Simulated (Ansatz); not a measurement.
The same atomization along the group B, Al, Ga, In.

Gas-phase electronic energies from Ansatz, PBE0-D4/def2-TZVP geometries. CCSD(T)/CBS is the MP2 limit (def2-TZVPP, def2-QZVPP) plus CCSD(T) − MP2 in def2-TZVPP, frozen cores. Small cases extrapolate CCSD(T) itself. Functionals use def2-TZVPP. Open shells (•) are unrestricted, without spin–orbit coupling. Spin–orbit coupling would lower the free atoms: a little for Al, B, F; clearly for Ga; strongly for In. def2 core potentials past Kr. Bonds to Ga, In are less sure, by a few kJ/mol each and by 10 to 20 or more in all where they break to atoms, as the def2 sets lack core-valence functions. Scalar relativity is left out up to krypton.

| reaction | CCSD(T)/CBS(def2) (eV) |
| --- | --- |
| `FBF` → 2 F• + H• + B• | 17.76 |
| `[F][AlH][F]` → 2 F• + H• + Al• | ? |
| `[F][GaH][F]` → 2 F• + H• + Ga• | 13.00 |
| `[F][InH][F]` → 2 F• + H• + In• | 11.49 |

(1) Fill in the missing values. (Estimate.)

Largest T1 diagnostic: 0.018, for Al•.

Extrapolated directly: `FBF` → 2 F• + H• + B•; `[F][AlH][F]` → 2 F• + H• + Al•.

## Answers

(1) The calculation gave: `[F][AlH][F]` → 2 F• + H• + Al•: +15.69 eV.

For atomizations the MP2-based limit and the directly extrapolated one differ by several kJ/mol either way, and by 10 to 25 for some Ge, Se and Sn compounds, so smaller differences from it don't rank the levels.
